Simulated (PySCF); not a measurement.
Field gradients at the hydrogen positions

Compound: C3H6O3Si.
Atom-mapped SMILES: `[CH3:1][C:2](=[O:3])[O:4][SiH2:5][CH:6]=[O:7]` (hydrogens: H8, H9, H10 on C1; H11, H12 on Si5; H13 on C6)

Geometry (GFN2-xTB, Å), atoms numbered from 1 in this order:
```
atom  x, y, z in Å
C1     2.412    0.296   -0.083
C2     1.178   -0.545    0.061
O3     1.152   -1.693    0.404
O4     0.061    0.118   -0.254
Si5   -1.435   -0.595   -0.190
C6    -2.517    0.904   -0.700
O7    -3.717    0.854   -0.766
H8     3.204   -0.100    0.545
H9     2.195    1.329    0.172
H10    2.737    0.257   -1.122
H11   -1.744   -1.019    1.169
H12   -1.529   -1.664   -1.175
H13   -2.001    1.859   -0.941
```

Level: PBE0/pcSseg-1 (PySCF, non-relativistic); Q(2H) = 0.00286 b; rigid geometry, the same for H and D, with no vibrational averaging.

Question: Rank these positions by the coupling χzz of a deuteron there, largest first.
A. H10 (methyl hydrogen)
B. H13 (formyl hydrogen)
C. H11 (Si–H hydrogen)

Answer: A (209 kHz), B (177 kHz), C (110 kHz).

Q: Tabulate Vzz, the asymmetry η and χzz = 234.96 MHz × Q × Vzz for every hydrogen position.

A: 
```json
{"atom": "H8", "bonded to": "C1", "bond length (Å)": "1.086", "Vzz (au)": "0.3127", "η": "0.03", "χzz (kHz)": "210"}
{"atom": "H9", "bonded to": "C1", "bond length (Å)": "1.086", "Vzz (au)": "0.3127", "η": "0.03", "χzz (kHz)": "210"}
{"atom": "H10", "bonded to": "C1", "bond length (Å)": "1.089", "Vzz (au)": "0.3108", "η": "0.04", "χzz (kHz)": "209"}
{"atom": "H11", "bonded to": "Si5", "bond length (Å)": "1.457", "Vzz (au)": "0.1634", "η": "0.04", "χzz (kHz)": "110"}
{"atom": "H12", "bonded to": "Si5", "bond length (Å)": "1.457", "Vzz (au)": "0.1632", "η": "0.04", "χzz (kHz)": "110"}
{"atom": "H13", "bonded to": "C6", "bond length (Å)": "1.112", "Vzz (au)": "0.2636", "η": "0.01", "χzz (kHz)": "177"}
```

Q: Average by the element that carries the hydrogen.

A: on C: 202 kHz over 4 positions, mean bond length 1.093 Å; on Si: 110 kHz over 2 positions, mean bond length 1.457 Å.

Isolated species at its GFN2-xTB geometry (one conformer only). GFN2-xTB bond lengths can be off by several hundredths of an ångström, more for odd bonds, and the gradients follow them. The small basis limits the accuracy of the gradients.

These values come from a run that also computed NMR shieldings. On one thread of an Intel Xeon at 2.50 GHz, shared host with 64 logical CPUs at a one-minute load of 60, this took 46 s and 0.72 GiB of memory at its peak.
